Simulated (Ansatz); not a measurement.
This geometry of H3OSbSe (6 atoms, charge 0, multiplicity 1) is a first-order saddle point.

Level of theory: RKS PBE0/def2-SVP (Ansatz 0.2.0).

```xyz
6
Properties=species:S:1:pos:R:3
O -1.580 -1.479 -0.469
Se -0.014 -1.406 0.465
Sb 0.995 0.772 0.051
H -2.242 -1.027 0.073
H 2.058 1.069 -1.203
H 0.783 2.070 1.082
```

Problem. Which two structures does it join? (They come from a converged band through this point; their orientation in space is the band's.)

Solution. No bond is made or broken. The height of Sb3 over the plane of its neighbours goes from 1.04 to -1.04 Å.

Image 0:

```xyz
6
Properties=species:S:1:pos:R:3
O -1.249 -1.126 -0.497
Se 0.169 -1.474 0.583
Sb 1.524 0.713 0.409
H -1.908 -0.696 0.063
H 1.287 0.853 -1.283
H 0.177 1.731 0.725
```

Image 10:

```xyz
6
Properties=species:S:1:pos:R:3
O -1.487 -1.468 -0.462
Se 0.032 -1.181 0.502
Sb 0.491 1.198 -0.379
H -2.217 -1.199 0.111
H 2.097 0.875 -0.900
H 1.085 1.775 1.128
```

Problem. How far does it lie above each of them?

Solution. 39.2 kcal/mol above the first and 39.3 kcal/mol above the second. This is the barrier of this one path; another mechanism may lie lower.

The run took 11 min on 1 CPU thread of a shared host.
